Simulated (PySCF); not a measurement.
PySCF input (CCSD(T)/cc-pVDZ):

```python
from pyscf import gto, scf, mp, cc as ccmod

mol = gto.M(
    atom='''
    F     1.72715667   -0.68083241    0.03696662
    S     0.19289089    0.32406552    0.04439435
    F    -1.42173473    1.19395524    0.03332705
    F    -0.64833907   -1.08923931   -0.14921696
    ''',
    basis='cc-pvdz',
    charge=-1,
    spin=0,
    verbose=4,
)

mf = scf.RHF(mol)
mf.conv_tol = 1e-10
mf.max_cycle = 100
mf.kernel()
mp2 = mp.MP2(mf, frozen=8).run()
cc = ccmod.CCSD(mf, frozen=8)
cc.max_cycle = 100
cc.kernel()
et = cc.ccsd_t()
print(f'E(CCSD(T)) = {cc.e_tot + et:.9f}')
```

Output:

```
PySCF version 2.14.0

[INPUT] verbose = 4
[INPUT] num. atoms = 4
[INPUT] num. electrons = 44
[INPUT] charge = -1
[INPUT] spin (= nelec alpha-beta = 2S) = 0
[INPUT] symmetry False subgroup None
[INPUT] Mole.unit = angstrom
[INPUT] Symbol           X                Y                Z      unit          X                Y                Z       unit  Magmom
[INPUT]  1 F      1.727156670000  -0.680832410000   0.036966620000 AA    3.263853080516  -1.286586791628   0.069856787551 Bohr   0.0
[INPUT]  2 S      0.192890890000   0.324065520000   0.044394350000 AA    0.364510954024   0.612395079215   0.083893162978 Bohr   0.0
[INPUT]  3 F     -1.421734730000   1.193955240000   0.033327050000 AA   -2.686689261482   2.256248408589   0.062978997040 Bohr   0.0
[INPUT]  4 F     -0.648339070000  -1.089239310000  -0.149216960000 AA   -1.225183278155  -2.058363980010  -0.281979187540 Bohr   0.0

nuclear repulsion = 176.265074030834
number of shells = 20
number of NR pGTOs = 119
number of NR cGTOs = 60
basis = cc-pvdz
ecp = {}

******** <class 'pyscf.scf.hf.RHF'> ********
method = RHF
initial guess = minao
damping factor = 0
level_shift factor = 0
DIIS = <class 'pyscf.scf.diis.CDIIS'>
diis_start_cycle = 1
diis_space = 8
diis_damp = 0
SCF conv_tol = 1e-10
SCF conv_tol_grad = None
SCF max_cycles = 100
direct_scf = True
direct_scf_tol = 1e-13
Set gradient conv threshold to 1e-05
Initial guess from minao.
init E= -695.509157110229
  HOMO = -0.23686863495731  LUMO = -0.022657323386361  gap/eV = 5.82899
cycle= 1 E= -695.68147804165  delta_E= -0.172  |g|= 0.825  |ddm|=  1.9
  HOMO = -0.163627241387028  LUMO = 0.318681750922464  gap/eV = 13.12430
cycle= 2 E= -695.752574035018  delta_E= -0.0711  |g|= 0.537  |ddm|= 0.759
  HOMO = -0.157085503901434  LUMO = 0.349752123841935  gap/eV = 13.79175
cycle= 3 E= -695.799310747605  delta_E= -0.0467  |g|= 0.0344  |ddm|= 0.301
  HOMO = -0.155672696929545  LUMO = 0.356738253643923  gap/eV = 13.94341
cycle= 4 E= -695.799806119346  delta_E= -0.000495  |g|= 0.00826  |ddm|= 0.045
  HOMO = -0.156896373843611  LUMO = 0.355960509109664  gap/eV = 13.95555
cycle= 5 E= -695.799847258398  delta_E= -4.11e-05  |g|= 0.00261  |ddm|= 0.014
  HOMO = -0.156353481222543  LUMO = 0.356417283759444  gap/eV = 13.95320
cycle= 6 E= -695.799853342427  delta_E= -6.08e-06  |g|= 0.000665  |ddm|= 0.00681
  HOMO = -0.156400074276978  LUMO = 0.356365921013341  gap/eV = 13.95307
cycle= 7 E= -695.799853720764  delta_E= -3.78e-07  |g|= 0.000155  |ddm|= 0.00173
  HOMO = -0.156354799989352  LUMO = 0.356394599571681  gap/eV = 13.95262
cycle= 8 E= -695.799853735518  delta_E= -1.48e-08  |g|= 4.75e-05  |ddm|= 0.000348
  HOMO = -0.156355722789275  LUMO = 0.356395724328715  gap/eV = 13.95268
cycle= 9 E= -695.799853736212  delta_E= -6.94e-10  |g|= 1.66e-05  |ddm|= 4.4e-05
  HOMO = -0.156357373488433  LUMO = 0.356393246999124  gap/eV = 13.95266
cycle= 10 E= -695.799853736365  delta_E= -1.54e-10  |g|= 5.24e-06  |ddm|= 2.4e-05
  HOMO = -0.156357222028235  LUMO = 0.356393758074946  gap/eV = 13.95266
cycle= 11 E= -695.799853736383  delta_E= -1.8e-11  |g|= 9.36e-07  |ddm|= 1.01e-05
  HOMO = -0.156357306181924  LUMO = 0.356393732836851  gap/eV = 13.95267
Extra cycle  E= -695.799853736385  delta_E= -1.14e-12  |g|= 4.15e-07  |ddm|= 1.11e-06
converged SCF energy = -695.799853736385

******** <class 'pyscf.mp.mp2.RMP2'> ********
nocc = 14, nmo = 52
frozen orbitals 8
E(RMP2) = -696.508708977242  E_corr = -0.708855240857009
E(SCS-RMP2) = -696.484498446851  E_corr = -0.684644710467006
E_corr(same-spin) = -0.19151720603239
E_corr(oppo-spin) = -0.517338034824619

******** <class 'pyscf.cc.ccsd.CCSD'> ********
CC2 = 0
CCSD nocc = 14, nmo = 52
frozen orbitals 8
max_cycle = 100
direct = 0
conv_tol = 1e-07
conv_tol_normt = 1e-05
diis_space = 6
diis_start_cycle = 0
diis_start_energy_diff = 1e+09
Init t2, MP2 energy = -696.508708976576  E_corr(MP2) -0.708855240191402
Init E_corr(CCSD) = -0.708855240191472
cycle = 1  E_corr(CCSD) = -0.702988128698628  dE = 0.00586711149  norm(t1,t2) = 0.0719821
cycle = 2  E_corr(CCSD) = -0.721136228970997  dE = -0.0181481003  norm(t1,t2) = 0.0263556
cycle = 3  E_corr(CCSD) = -0.720488872415372  dE = 0.000647356556  norm(t1,t2) = 0.0153477
cycle = 4  E_corr(CCSD) = -0.722833253191842  dE = -0.00234438078  norm(t1,t2) = 0.00517306
cycle = 5  E_corr(CCSD) = -0.722988244757434  dE = -0.000154991566  norm(t1,t2) = 0.00165206
cycle = 6  E_corr(CCSD) = -0.722841111575641  dE = 0.000147133182  norm(t1,t2) = 0.000644321
cycle = 7  E_corr(CCSD) = -0.722818271744235  dE = 2.28398314e-05  norm(t1,t2) = 0.000174913
cycle = 8  E_corr(CCSD) = -0.722823219426009  dE = -4.94768177e-06  norm(t1,t2) = 7.80003e-05
cycle = 9  E_corr(CCSD) = -0.722826885334843  dE = -3.66590883e-06  norm(t1,t2) = 3.34555e-05
cycle = 10  E_corr(CCSD) = -0.722826725586207  dE = 1.59748636e-07  norm(t1,t2) = 8.81908e-06
cycle = 11  E_corr(CCSD) = -0.722826589441395  dE = 1.36144813e-07  norm(t1,t2) = 3.14279e-06
cycle = 12  E_corr(CCSD) = -0.722826557358745  dE = 3.20826492e-08  norm(t1,t2) = 1.53301e-06
CCSD converged
E(CCSD) = -696.5226802937433  E_corr = -0.7228265573587453
CCSD(T) correction = -0.0143656912490726
E(CCSD(T)) = -696.537045985
```
